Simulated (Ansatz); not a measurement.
Computed with Ansatz on PBE0-D4/def2-TZVP structures; ΔE is electronic, products minus reactants. CCSD(T)/CBS adds triple-zeta CCSD(T) − MP2 to the extrapolated MP2 energy (def2 sets, frozen cores). This one scheme is used for every species. DFT in def2-TZVPP. B3LYP here is the variant with VWN-RPA as its local correlation; programs differ in this. One conformer a species, not always the lowest.

Reaction (formal exchange of groups at a C–S bond): `SCOBCl` + CH₄ → `CCOBCl` + H₂S

Question: Is it downhill or uphill in electronic energy at CCSD(T)/CBS, and by how much? (Estimate.)

Answer: Ansatz gave: Downhill: ΔE = -11.5 kJ/mol.

Question: What do these levels give: r2SCAN-D4, B3LYP-D4, ωB97X-V, B2PLYP, r2SCAN, PBE0, MP2/def2-TZVPP, SCS-MP2/def2-TZVPP, CCSD/def2-TZVPP, HF/def2-QZVPP, HF/CBS(def2), CCSD/CBS(def2)? (Estimate.)

Answer: Computed: r2SCAN-D4 -6.7, B3LYP-D4 -7.1, ωB97X-V -10.6, B2PLYP -9.4, r2SCAN -6.9, PBE0 -9.6, MP2/def2-TZVPP -9.4, SCS-MP2/def2-TZVPP -11.1, CCSD/def2-TZVPP -14.9, HF/def2-QZVPP -18.3, HF/CBS(def2) -18.4, CCSD/CBS(def2) -14.0 kJ/mol.

Largest T1 diagnostic among the species: 0.013.

In def2-TZVPP, CCSD(T) changes the Hartree–Fock value by +5.4 kJ/mol (the triples alone add +2.5 kJ/mol) and MP2 by +8.4 kJ/mol. From PBE to PBE0 (25 % exact exchange), in def2-TZVPP and without D4, ΔE moves by −3.9 kJ/mol.
